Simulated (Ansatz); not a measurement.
All values below come from frozen-core CCSD(T)/aug-cc-pVTZ // r2SCAN-D4/def2-TZVPD in Ansatz (a program for electronic structure).

Ansatz 0.2 input:
```yaml
crystal:
  periodic: [false, false, false]
  atoms:
    - { symbol: Si, position_ang: [-0.261113, 0.000937, 0.677784] }
    - { symbol: Cl, position_ang: [1.829311, -0.023147, -0.164758] }
    - { symbol: H, position_ang: [-0.769723, 1.118758, -0.252505] }
    - { symbol: H, position_ang: [-0.798476, -1.096547, -0.26052] }
basis:
  gaussian: { orbitals: aug-cc-pVTZ }
correlation:
  method: ccsd_t
total_charge: -1
```

Output:

```
Functional definition: HF
816 factors; integrals over basis functions are off by at most 9.3e-4 eV
mean field evaluation 1: about -20398.3918 eV, gradient 1.4e1 eV
mean field evaluation 2: about -20398.4807 eV, gradient 1.4e1 eV
mean field evaluation 4: about -20399.3942 eV, gradient 1.5e0 eV
mean field evaluation 8: about -20399.4215 eV, gradient 1.1e-1 eV
mean field evaluation 16: about -20399.1684 eV, gradient 6.3e0 eV
mean field -20399.42170309 eV, -749.6649203640 hartree, gradient 3.7e-6 eV, S^2 0.000000; 0 other end points of the search recorded, 0 dependent functions left out
10 core orbitals not correlated
reference -20399.42170309 eV, -749.6649203640 hartree; 7, 7 occupied and 129, 129 virtual orbitals, 816 factors
second order -9.10172893 eV of doubles, -0.00000000 eV of singles
cycle   1  -9.77288471 eV  change   -6.7e-1 eV  update   7.1e-2
cycle   2  -10.04718864 eV  change   -2.7e-1 eV  update   2.3e-2
cycle   3  -10.07879703 eV  change   -3.2e-2 eV  update   9.3e-3
cycle   4  -10.07345195 eV  change    5.3e-3 eV  update   3.2e-3
cycle   5  -10.07263806 eV  change    8.1e-4 eV  update   1.1e-3
cycle   6  -10.07273600 eV  change   -9.8e-5 eV  update   4.5e-4
cycle   7  -10.07273257 eV  change    3.4e-6 eV  update   1.8e-4
cycle   8  -10.07275865 eV  change   -2.6e-5 eV  update   8.4e-5
cycle   9  -10.07276932 eV  change   -1.1e-5 eV  update   3.6e-5
cycle  10  -10.07275258 eV  change    1.7e-5 eV  update   1.5e-5
perturbative correction -0.43304270 eV, -0.0159140255 hartree
Total energy: -20409.92749837 eV, -750.0510012193 hartree
```

Cost: roughly 13 core-seconds.
